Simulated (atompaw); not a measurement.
## Cutoff test, Ni, PAW (atompaw)

- Element: Ni (Z = 28)
- Generator: atompaw 4.2.0.5
- Type: PAW
- Functional: PBE
- Relativity: scalar-relativistic
- Frozen core: [Ar]
- Valence charge: 10
- Reference configuration: 3d9 4s1 4p0
- Partial waves: 4s (bound): rc 2.70 bohr; 4s channel at 0.4 Ry: rc 2.70 bohr; 4p (bound, empty): rc 3.00 bohr; 4p channel at 0.8 Ry: rc 3.00 bohr; 3d (bound): rc 1.55 bohr; 3d channel at 3.95 Ry: rc 1.55 bohr
- Local potential: troulliermartins scheme with l = 3 at 1 Ry, radius 2.05 bohr
- Core correction: smooth core density matched at 1.70 bohr
- Augmentation charge: sinc compensation charge, radius 2.70 bohr; PAW radius 3.00 bohr; waves and projectors: custom rrkj gramschmidtortho

The pseudo-atom Hamiltonian at the reference potential is diagonalised in spherical Bessel functions j_l(qr) that vanish at 20 bohr, with q² up to the cutoff. All-electron valence levels (Ry): 4s -0.3302, 4p -0.0553, 3d -0.3414.

Question: How do the lowest levels (Ry) of each channel move with the cutoff, and are there ghosts?

Answer:

| cutoff (Ry) | s #1 | s #2 | p #1 | p #2 | d #1 | f #1 | f #2 | Σ f·Δε (mRy) |
| --- | --- | --- | --- | --- | --- | --- | --- | --- |
| 8 | -0.3302 | 0.0076 | -0.0552 | 0.0543 | 0.0613 | 0.1110 | 0.2377 | 3624.4 |
| 12 | -0.3302 | 0.0076 | -0.0552 | 0.0543 | 0.0612 | 0.1110 | 0.2377 | 3624.0 |
| 21 | -0.3302 | 0.0076 | -0.0552 | 0.0543 | 0.0481 | 0.1110 | 0.2377 | 3506.1 |
| 30 | -0.3302 | 0.0076 | -0.0552 | 0.0543 | -0.2881 | 0.1110 | 0.2377 | 479.9 |
| 40 | -0.3302 | 0.0076 | -0.0552 | 0.0543 | -0.3397 | 0.1110 | 0.2377 | 15.8 |
| 50 | -0.3302 | 0.0076 | -0.0552 | 0.0543 | -0.3408 | 0.1110 | 0.2377 | 5.8 |
| 70 | -0.3302 | 0.0076 | -0.0552 | 0.0543 | -0.3413 | 0.1110 | 0.2377 | 1.0 |
| 90 | -0.3302 | 0.0076 | -0.0552 | 0.0543 | -0.3413 | 0.1110 | 0.2377 | 0.5 |
| 400 | -0.3302 | 0.0076 | -0.0552 | 0.0543 | -0.3414 | 0.1110 | 0.2377 | 0.0 |

Result: no extra level below or beside the all-electron valence levels (s, p, d, f tested); 10 mRy is reached at 45 Ry and 1 mRy at 70 Ry.
